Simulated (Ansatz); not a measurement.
Cost and result for the atomization energy of BFH$_{6}$SiSn (`F[SiH2][BH][SnH3]`) (10 atoms, 9 bonds).

```xyz
10

F    -1.192    1.679    1.193
Si   -0.573    0.301    1.744
B     0.333   -0.748    0.312
Sn    0.461   -0.063   -1.824
H     0.392    0.652    2.823
H    -1.697   -0.484    2.329
H     0.830   -1.792    0.621
H     1.282    1.434   -1.899
H    -1.110    0.184   -2.451
H     1.273   -1.163   -2.848
```

The species carries charge 0 and has multiplicity 1. Correlated methods include outer-core shells of Sn, which these sets cover unevenly. Sn: def2 effective core potential. The geometry is a stationary point of PBE0-D4/def2-TZVP. It is one conformer, not always the lowest. Program: Ansatz. All runs use 4 threads of a server CPU on a shared host. Times are those of one run each, without the atoms' runs, and a repeat can differ threefold. Electronic energies, without spin–orbit coupling; frozen cores. CCSD(T)/CBS adds CCSD(T) − MP2 in def2-TZVPP to the MP2 limit, and its time is that of the two runs behind it. T1 = 0.014. With those shells the extrapolation isn't a true limit. B3LYP takes the VWN-RPA correlation (the form of Gaussian; ORCA's B3LYP/G). HSE06 is the plane-wave form, built on full-range PBE exchange.

CCSD(T)/CBS is a level of theory with its own doubt, some kJ/mol a heavy atom from the limit and from the frozen cores, so smaller differences don't rank the functionals.

```tsv
level	functions	wall time
LDA (SPW92)/def2-TZVPP	238	0.95 s
revPBE-D4/def2-TZVPP	238	1.1 s
BLYP-D4/def2-TZVPP	238	1.6 s
PBE0-D4/def2-TZVPP	238	2.1 s
HSE06-D4/def2-TZVPP	238	3 s
CAM-B3LYP-D4/def2-TZVPP	238	3.1 s
B3LYP-D4/def2-TZVPP (with forces)	238	3.3 s
CCSD(T)/def2-SVP	102	5 s
PBE-QIDH/def2-TZVPP	238	5.5 s
ωB97X-V/def2-TZVPP	238	6.5 s
MP2/def2-QZVPP	446	18 s
CCSD(T)/def2-TZVPP	238	57 s
CCSD(T)/CBS(def2)	–	74 s
```

**Question.** What atomization energy does each give, and how far from CCSD(T)/CBS? (Estimate.)

**Answer.** Ansatz gave: 
| level | atomization (kcal/mol) | difference from CCSD(T)/CBS | per bond |
| --- | --- | --- | --- |
| LDA (SPW92)/def2-TZVPP | 777.6 | 81.3 | 9.0 |
| revPBE-D4/def2-TZVPP | 674.6 | -21.7 | -2.4 |
| BLYP-D4/def2-TZVPP | 684.6 | -11.7 | -1.3 |
| PBE0-D4/def2-TZVPP | 684.5 | -11.8 | -1.3 |
| HSE06-D4/def2-TZVPP | 684.4 | -11.9 | -1.3 |
| CAM-B3LYP-D4/def2-TZVPP | 697.0 | 0.7 | 0.1 |
| B3LYP-D4/def2-TZVPP (with forces) | 691.3 | -5.0 | -0.5 |
| CCSD(T)/def2-SVP | 645.5 | -50.8 | -5.6 |
| PBE-QIDH/def2-TZVPP | 683.9 | -12.4 | -1.4 |
| ωB97X-V/def2-TZVPP | 700.0 | 3.7 | 0.4 |
| MP2/def2-QZVPP | 686.1 | -10.2 | -1.1 |
| CCSD(T)/def2-TZVPP | 679.2 | -17.1 | -1.9 |
| CCSD(T)/CBS(def2) | 696.3 | 0.0 | 0.0 |

From BLYP to BHLYP (50 % exact exchange), in def2-TZVPP and without D4, the atomization energy moves by +0.8 kcal/mol. The D4 term adds +7.8 kcal/mol with B3LYP and +4.1 kcal/mol with PBE0; it sums over pairs of atoms, weighted by their polarisabilities, and B3LYP, whose exchange is more repulsive, gets the larger term. In def2-TZVPP, CCSD(T) changes the Hartree–Fock value by +155.8 kcal/mol (the triples alone add +7.2 kcal/mol) and MP2 by +152.5 kcal/mol; breaking electron pairs costs correlation energy, which Hartree–Fock lacks.

Spin–orbit coupling would lower the free Sn atoms strongly, and the atomization energy with them, by more than many differences here. For some Ge, Se and Sn compounds the MP2-based and the directly extrapolated limit differ by 10 to 25 kJ/mol.
